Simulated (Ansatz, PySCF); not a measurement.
Donor–acceptor adduct: GaH3 (SMILES [GaH3]) (first 4 atoms) with PH3 (SMILES P); geometry from B3LYP-D3(BJ)/def2-TZVP, rigid monomers moved along the line of their centres of mass till Ga1···P5 is 4.63 Å.
(charge 0, multiplicity 1):
```xyz
8

Ga    -0.46140     0.48940     0.71029
H     -1.53945     1.49702     1.26562
H     -0.95067    -0.79868    -0.05585
H      1.00394     1.01248     0.45528
P      0.42883    -1.59779     4.74272
H      1.38133    -2.63485     4.78637
H      0.91849    -0.83149     5.81861
H     -0.61408    -2.25537     5.42425
```

Counterpoise-corrected where a basis set is named; no monomer relaxation.

Cores are frozen in the correlated methods. Filled d and f shells under p-block atoms count as core. CBS(a, b) extrapolates the correlation energy as X⁻³ and adds the Hartree–Fock energy of set b.

Programs: Ansatz (Gaussian orbitals); PySCF for the dispersion terms. Each number belongs to the level named beside it.

PBE/def2-TZVPPD gives -1.64 kcal/mol for the interaction energy.

Problem. Where do these levels fall relative to PBE: PBE-D3(BJ)/def2-TZVPPD, r2SCAN/def2-TZVPPD, B3LYP/def2-TZVPPD, wB97M-V/def2-TZVPPD, MP2/CBS(def2-SVPD, def2-TZVPPD), CCSD(T)/CBS(def2-SVPD, def2-TZVPPD).

Solution. PBE-D3(BJ)/def2-TZVPPD -0.36; r2SCAN/def2-TZVPPD -0.03; B3LYP/def2-TZVPPD 0.33; wB97M-V/def2-TZVPPD -0.14; MP2/CBS(def2-SVPD, def2-TZVPPD) -0.23; CCSD(T)/CBS(def2-SVPD, def2-TZVPPD) -0.18 kcal/mol. 1 of 6 lie above PBE; the widest gap is to PBE-D3(BJ)/def2-TZVPPD.

Ansatz is an electronic-structure program.
